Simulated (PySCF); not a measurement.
**Pb: ionisation energy**

Pb [Xe] 4f14 5d10 6s2 6p2 (3P) → Pb⁺ [Xe] 4f14 5d10 6s2 6p1 (2P), as a difference of total energies. Computed with PySCF 2.14 in ANO-RCC-VTZP (8s7p5d3f2g, 93 functions), with scalar relativity by spin-free X2C-1e. Correlated levels: valence: [Xe] 4f14 5d10 frozen; valence and next inner shell: [Kr] 4d10 4f14 frozen. The calculations carry no spin-orbit coupling.

```tsv
method	ionisation energy (eV)
UHF	6.583
LDA	7.190
PBE	7.001
PBE0	7.037
r2SCAN	7.118
revPBE	6.933
PBEsol	7.031
BLYP	6.851
MP2 (valence)	6.840
SCS-MP2 (valence)	6.783
MP2 (valence and next inner shell)	7.018
SCS-MP2 (valence and next inner shell)	6.893
```

How much does correlation contribute at MP2 (valence and next inner shell)?

7.018 − (6.583) = 0.435 eV, measured against UHF.

Spin-orbit coupling is strong in these open shells (close to jj coupling). The scalar numbers leave it out and a first-order estimate fails, so it can dominate the gap to the real levels.

Errors of the correlated levels include the incompleteness of this basis and the frozen core.

For comparison: 7.417 eV (measured; NIST Atomic Spectra Database, ionization energies).
